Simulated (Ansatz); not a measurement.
This geometry of H$_{7}$NOSi$_{3}$ (12 atoms, charge 0, multiplicity 1) is a first-order saddle point.

The calculation used RKS B3LYP-D4/6-31G* (Ansatz).

```xyz
12
Properties=species:S:1:pos:R:3
N -2.087 0.785 0.476
Si -0.638 -0.138 0.635
Si 1.555 0.749 0.401
O 1.862 -0.412 -0.794
Si 0.443 -1.265 -1.159
H -2.855 0.705 1.126
H -2.259 1.453 -0.261
H -0.830 -0.975 1.854
H 1.687 2.133 -0.144
H 2.534 0.611 1.517
H 0.687 -2.733 -1.073
H -0.024 -0.968 -2.545
```

Problem. Which two structures does it join? (They come from a converged band through this point; their orientation in space is the band's.)

Solution. No bond is made or broken. The height of N1 over the plane of its neighbours goes from 0.23 to -0.23 Å. The two ends are copies of one structure, up to a mirror image or an exchange of like atoms. The height can change sign by an inversion or by a turn that exchanges like atoms.

Initial state:

```xyz
12
Properties=species:S:1:pos:R:3
N -2.158 0.642 0.405
Si -0.648 -0.180 0.652
Si 1.534 0.749 0.427
O 1.845 -0.366 -0.816
Si 0.441 -1.244 -1.163
H -2.664 0.990 1.211
H -2.268 1.269 -0.384
H -0.824 -1.006 1.880
H 1.648 2.150 -0.075
H 2.530 0.584 1.524
H 0.707 -2.708 -1.095
H -0.067 -0.937 -2.532
```

Final state:

```xyz
12
Properties=species:S:1:pos:R:3
N -2.023 0.890 0.596
Si -0.629 -0.144 0.678
Si 1.544 0.754 0.388
O 1.835 -0.385 -0.829
Si 0.419 -1.269 -1.142
H -2.929 0.508 0.842
H -2.110 1.559 -0.159
H -0.821 -1.003 1.881
H 1.640 2.147 -0.138
H 2.540 0.615 1.487
H 0.698 -2.731 -1.051
H -0.086 -0.995 -2.519
```

Problem. How far does it lie above each of them?

Solution. 0.3 kcal/mol above the first and 0.3 kcal/mol above the second. This is the barrier of this one path; another mechanism may lie lower.

Time of the run: 11 min on 2 threads of Arm Neoverse N1 (shared host), peak memory 0.26 GiB.
